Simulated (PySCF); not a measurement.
PySCF job for C2H6Si, SMILES C1C[SiH2]1, TDA-B3LYP/def2-SVPD. Coordinates come from a B3LYP-D3(BJ)/def2-TZVP optimisation.

```python
import numpy as np
from pyscf import gto, scf, dft, tdscf

mol = gto.M(
    atom='''
    C     0.00000000    0.77617624    0.84461187
    C     0.00000000   -0.77617624    0.84461187
    Si   -0.00000000    0.00000000   -0.83640451
    H     0.90142338    1.25414997    1.21011927
    H    -0.90142339    1.25414997    1.21011927
    H    -0.90142339   -1.25414997    1.21011927
    H     0.90142339   -1.25414996    1.21011927
    H     1.23898087    0.00000000   -1.63307820
    H    -1.23898086    0.00000000   -1.63307820
    ''',
    basis='def2-SVPD',
    charge=0,
    spin=0,
    symmetry=True,
    max_memory=1600,
    verbose=4,
)
mf = dft.RKS(mol, xc='b3lyp').density_fit(auxbasis='def2-universal-jkfit')
mf.grids.level = 3
mf.conv_tol = 1e-9
mf.max_cycle = 100
mf.kernel()
mf.grids = dft.Grids(mol).set(level=1).build(with_non0tab=True)  # coarser grid for the response kernel
td = tdscf.TDA(mf)
td.singlet = True
td.nstates = 10
td.conv_tol = 1e-4
td.positive_eig_threshold = 1e-6
td.kernel(x0=td.get_init_guess(mf, 15))
td.analyze()
tt = tdscf.TDA(mf)
tt.singlet = False
tt.nstates = 4
tt.conv_tol = 1e-4
tt.positive_eig_threshold = 1e-6
tt.kernel(x0=tt.get_init_guess(mf, 9))
tt.analyze(verbose=3)
```

Output:

```
PySCF version 2.14.0

[INPUT] verbose = 4
[INPUT] num. atoms = 9
[INPUT] num. electrons = 32
[INPUT] charge = 0
[INPUT] spin (= nelec alpha-beta = 2S) = 0
[INPUT] symmetry True subgroup None
[INPUT] Mole.unit = angstrom
[INPUT] Symbol           X                Y                Z      unit          X                Y                Z       unit  Magmom
[INPUT]  1 C      0.000000000000   0.776176240000   0.844611870000 AA    0.000000000000   1.466760517995   1.596085115857 Bohr   0.0
[INPUT]  2 C      0.000000000000  -0.776176240000   0.844611870000 AA    0.000000000000  -1.466760517995   1.596085115857 Bohr   0.0
[INPUT]  3 Si     0.000000000000   0.000000000000  -0.836404510000 AA    0.000000000000   0.000000000000  -1.580575453251 Bohr   0.0
[INPUT]  4 H      0.901423380000   1.254149970000   1.210119270000 AA    1.703443310480   2.369999962431   2.286793998359 Bohr   0.0
[INPUT]  5 H     -0.901423390000   1.254149970000   1.210119270000 AA   -1.703443329377   2.369999962431   2.286793998359 Bohr   0.0
[INPUT]  6 H     -0.901423390000  -1.254149970000   1.210119270000 AA   -1.703443329377  -2.369999962431   2.286793998359 Bohr   0.0
[INPUT]  7 H      0.901423390000  -1.254149960000   1.210119270000 AA    1.703443329377  -2.369999943534   2.286793998359 Bohr   0.0
[INPUT]  8 H      1.238980870000   0.000000000000  -1.633078200000 AA    2.341334517875   0.000000000000  -3.086070537998 Bohr   0.0
[INPUT]  9 H     -1.238980860000   0.000000000000  -1.633078200000 AA   -2.341334498978   0.000000000000  -3.086070537998 Bohr   0.0

nuclear repulsion = 106.480961295985
point group symmetry = C2v
symmetry origin: [-1.38777878e-17  5.90539423e-10 -1.18107885e-09]
symmetry axis x: [1.00000000e+00 4.89859932e-10 1.22417139e-09]
symmetry axis y: [ 4.89859931e-10 -1.00000000e+00  7.55147798e-10]
symmetry axis z: [ 1.22417139e-09 -7.55147760e-10 -1.00000000e+00]
num. orbitals of irrep A1 = 40
num. orbitals of irrep A2 = 18
num. orbitals of irrep B1 = 25
num. orbitals of irrep B2 = 29
number of shells = 50
number of NR pGTOs = 162
number of NR cGTOs = 112
basis = def2-SVPD
ecp = {}


[settings echo left out]
init E= -369.247821957439
HOMO (B2) = -0.287838888289784  LUMO (B2) = -0.0418864611524863  gap/eV = 6.69271
cycle= 1 E= -369.098127146893  delta_E= 0.15  |g|= 0.407  |ddm|= 3.67
HOMO (B2) = -0.195505087660566  LUMO (A1) = 0.0213931673107064  gap/eV = 5.90210
cycle= 2 E= -369.021740083888  delta_E= 0.0764  |g|= 0.641  |ddm|= 1.17
HOMO (B2) = -0.248736916265066  LUMO (B2) = 0.00513316737857394  gap/eV = 6.90816
cycle= 3 E= -369.145628340371  delta_E= -0.124  |g|= 0.0293  |ddm|=  0.7
HOMO (B2) = -0.248451156160274  LUMO (B2) = 0.00292214499976451  gap/eV = 6.84022
cycle= 4 E= -369.145943532852  delta_E= -0.000315  |g|= 0.00594  |ddm|= 0.0725
HOMO (B2) = -0.248444081431531  LUMO (B2) = 0.00379891359784468  gap/eV = 6.86388
cycle= 5 E= -369.145957193332  delta_E= -1.37e-05  |g|= 0.000964  |ddm|= 0.0154
HOMO (B2) = -0.248628956342286  LUMO (B2) = 0.00368551906425774  gap/eV = 6.86583
cycle= 6 E= -369.145957460204  delta_E= -2.67e-07  |g|= 0.000211  |ddm|= 0.00218
HOMO (B2) = -0.248593283642109  LUMO (B2) = 0.00370882476607148  gap/eV = 6.86549
cycle= 7 E= -369.145957475345  delta_E= -1.51e-08  |g|= 2.87e-05  |ddm|= 0.000448
HOMO (B2) = -0.248593303321407  LUMO (B2) = 0.00370615231417526  gap/eV = 6.86542
cycle= 8 E= -369.145957475666  delta_E= -3.21e-10  |g|= 2.91e-06  |ddm|= 6.16e-05
HOMO (B2) = -0.248593282627832  LUMO (B2) = 0.00370664282884281  gap/eV = 6.86543
Extra cycle  E= -369.14595747567  delta_E= -3.75e-12  |g|= 1.35e-06  |ddm|= 1.09e-05
converged SCF energy = -369.14595747567
tot grids = 31608
Overwritten attributes  positive_eig_threshold  of <class 'pyscf.tdscf.rks.TDA'>


******** <class 'pyscf.tdscf.rks.TDA'> for <class 'pyscf.df.df_jk.DFSymAdaptedRKS'> ********
nstates = 10 singlet
deg_eia_thresh = 1.000e-03
wfnsym = None
conv_tol = 0.0001
eigh lindep = 1e-12
eigh level_shift = 0
eigh max_cycle = 100


Excitation energies (eV)
[6.1962057  6.45351689 6.70829565 7.09101247 7.13526583 7.43959383
 7.63443289 7.83518767 8.2675157  8.36924228]

** Singlet excitation energies and oscillator strengths **
Excited State   1:   B2      6.19621 eV    200.10 nm  f=0.0017
      16 -> 18       -0.69521
      16 -> 19       -0.11410
Excited State   2:   A1      6.45352 eV    192.12 nm  f=0.2145
      15 -> 19       -0.10906
      16 -> 17        0.67160
      16 -> 22        0.12867
Excited State   3:   B2      6.70830 eV    184.82 nm  f=0.0307
      16 -> 18        0.11586
      16 -> 19       -0.69426
Excited State   4:   A2      7.09101 eV    174.85 nm  f=0.0000
      16 -> 21       -0.70273
Excited State   5:   B2      7.13527 eV    173.76 nm  f=0.0029
      15 -> 17        0.40988
      16 -> 20        0.57074
Excited State   6:   B2      7.43959 eV    166.65 nm  f=0.0123
      15 -> 17       -0.56541
      16 -> 20        0.40738
Excited State   7:   A1      7.63443 eV    162.40 nm  f=0.0002
      15 -> 18        0.56987
      15 -> 19        0.12537
      16 -> 22        0.39402
Excited State   8:   A1      7.83519 eV    158.24 nm  f=0.0000
      15 -> 18       -0.41105
      15 -> 19        0.22589
      16 -> 22        0.50415
Excited State   9:   A2      8.26752 eV    149.97 nm  f=0.0000
      14 -> 17       -0.16993
      16 -> 23       -0.68224
Excited State  10:   A1      8.36924 eV    148.14 nm  f=0.2397
      15 -> 19        0.63866
      15 -> 20       -0.11672
      15 -> 24        0.10160
      16 -> 17        0.11348
      16 -> 22       -0.20589

** Transition electric dipole moments (AU) **
state          X           Y           Z        Dip. S.      Osc.
  1         0.0000      0.1065     -0.0000      0.0113      0.0017
  2         0.0000     -0.0000      1.1648      1.3568      0.2145
  3         0.0000      0.4323     -0.0000      0.1869      0.0307
  4        -0.0000      0.0000      0.0000      0.0000      0.0000
  5         0.0000      0.1291      0.0000      0.0167      0.0029
  6        -0.0000      0.2601      0.0000      0.0676      0.0123
  7         0.0000      0.0000      0.0310      0.0010      0.0002
  8         0.0000      0.0000      0.0086      0.0001      0.0000
  9        -0.0000     -0.0000      0.0000      0.0000      0.0000
 10        -0.0000      0.0000      1.0812      1.1691      0.2397

** Transition velocity dipole moments (imaginary part, AU) **
state          X           Y           Z        Dip. S.      Osc.
  1         0.0000      0.0017      0.0000      0.0000      0.0000
  2         0.0000     -0.0000      0.1726      0.0298      0.0837
  3         0.0000      0.1144      0.0000      0.0131      0.0354
  4        -0.0000     -0.0000     -0.0000      0.0000      0.0000
  5        -0.0000      0.0429     -0.0000      0.0018      0.0047
  6         0.0000     -0.0170     -0.0000      0.0003      0.0007
  7        -0.0000      0.0000      0.0546      0.0030      0.0071
  8         0.0000      0.0000      0.0561      0.0031      0.0073
  9         0.0000     -0.0000     -0.0000      0.0000      0.0000
 10         0.0000     -0.0000      0.2415      0.0583      0.1264

** Transition magnetic dipole moments (imaginary part, AU) **
state          X           Y           Z
  1        -0.0125     -0.0000      0.0000
  2        -0.0000     -0.0000      0.0000
  3        -0.7665     -0.0000      0.0000
  4         0.0000      0.0000     -0.7364
  5         0.8471      0.0000      0.0000
  6        -0.4773     -0.0000     -0.0000
  7        -0.0000     -0.0000     -0.0000
  8        -0.0000     -0.0000     -0.0000
  9        -0.0000      0.0000      0.4710
 10        -0.0000      0.0000      0.0000


******** <class 'pyscf.tdscf.rks.TDA'> for <class 'pyscf.df.df_jk.DFSymAdaptedRKS'> ********
nstates = 4 triplet
deg_eia_thresh = 1.000e-03
wfnsym = None
conv_tol = 0.0001
eigh lindep = 1e-12
eigh level_shift = 0
eigh max_cycle = 100


Excitation energies (eV)
[5.05244595 6.03272205 6.25301073 6.64897971]

** Triplet excitation energies and oscillator strengths **
Excited State   1:   A1      5.05245 eV    245.39 nm  f=0.0000
Excited State   2:   B2      6.03272 eV    205.52 nm  f=0.0000
Excited State   3:   B2      6.25301 eV    198.28 nm  f=0.0000
Excited State   4:   A2      6.64898 eV    186.47 nm  f=0.0000
```

The calculation finished and met its thresholds.
